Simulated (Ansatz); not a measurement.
Consider the cleavage of the B–Sn bond: `[BH2][SnH2][SiH2][SiH3]` + `BNCC=C` → `BN(B)CC=C` + `[SiH3][SiH2][SnH3]`.

Computed with Ansatz on PBE0-D4/def2-TZVP structures; ΔE is electronic, products minus reactants. CCSD(T)/CBS is the MP2 limit (def2-TZVPP, def2-QZVPP) plus CCSD(T) − MP2 in def2-TZVPP, frozen cores. DFT in def2-TZVPP. B3LYP here is the variant with VWN-RPA as its local correlation; programs differ in this. Elements past krypton have def2 core potentials. For Sn outer-core shells are correlated without core-valence functions, which leaves a few kJ/mol of doubt a bond. Each species was taken in one conformer, which may not be the lowest.

Task: Is it downhill or uphill in electronic energy at CCSD(T)/CBS, and by how much? (Estimate.)

Result: Ansatz gave: Downhill: ΔE = -104.1 kJ/mol.

Task: What do these levels give: B3LYP-D4, PBE-QIDH, revPBE, BLYP, PBE0, r2SCANh, r2SCAN0, CAM-B3LYP, CCSD(T)/def2-SVP, SCS-MP2/def2-QZVPP, HF/CBS(def2), CCSD/CBS(def2)? (Estimate.)

Result: Ansatz gave: B3LYP-D4 -109.4, PBE-QIDH -107.7, revPBE -89.9, BLYP -98.7, PBE0 -101.2, r2SCANh -107.1, r2SCAN0 -108.2, CAM-B3LYP -111.6, CCSD(T)/def2-SVP -115.1, SCS-MP2/def2-QZVPP -108.4, HF/CBS(def2) -111.9, CCSD/CBS(def2) -103.4 kJ/mol.

Largest T1 diagnostic among the species: 0.014.

The D4 term adds −5.7 kJ/mol with B3LYP and −2.8 kJ/mol with PBE0; it sums over pairs of atoms, weighted by their polarisabilities, and B3LYP, whose exchange is more repulsive, gets the larger term. From BLYP to BHLYP (50 % exact exchange), in def2-TZVPP and without D4, ΔE moves by −11.6 kJ/mol.
